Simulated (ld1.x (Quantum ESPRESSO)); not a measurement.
**An all-electron radial function and its pseudo partner (thulium (Tm))**

Columns: radius, all-electron u(r) and pseudo u(r) of the 5d shell (level -1.41 eV) of thulium in the configuration [Kr] 4d10 4f12.5 5s2 5p6 5d0.5 6s2 6p0; PBE, scalar-relativistic, PAW scheme, ld1.x (Quantum ESPRESSO) 7.5.

```csv
r (bohr),all-electron,pseudo
0.182,0.0925,0.0007
0.365,-0.1940,0.0059
0.548,-0.1669,0.0192
0.730,0.0173,0.0432
0.912,0.2036,0.0788
1.095,0.3482,0.1257
1.277,0.4467,0.1811
1.460,0.5087,0.2421
1.642,0.5432,0.3037
1.825,0.5588,0.3620
2.007,0.5615,0.4125
2.190,0.5557,0.4524
2.372,0.5447,0.4798
2.555,0.5303,0.4945
2.738,0.5141,0.4975
2.920,0.4970,0.4911
3.102,0.4794,0.4782
3.285,0.4614,0.4615
3.468,0.4432,0.4433
3.650,0.4251,0.4251
3.832,0.4069,0.4069
4.015,0.3887,0.3887
4.198,0.3707,0.3707
4.380,0.3530,0.3530
4.562,0.3357,0.3357
4.745,0.3188,0.3188
```

Question: How many radial nodes do the two functions have?

Answer: The all-electron 5d function has n − l − 1 = 2; the pseudo-wave has 0, since the states of the same l below it are removed with the core.

Question: At about which radius was the pseudo-wave matched?

Answer: 3.65 bohr. The columns agree to 0.0005 from 3.29 bohr on; several derivatives are matched, so the curves merge somewhat inside the radius.

Question: Is the pseudo-wave norm-conserving?

Answer: No, it belongs to a PAW set: the norm inside the radius is not constrained, and the difference is carried by the augmentation charge.
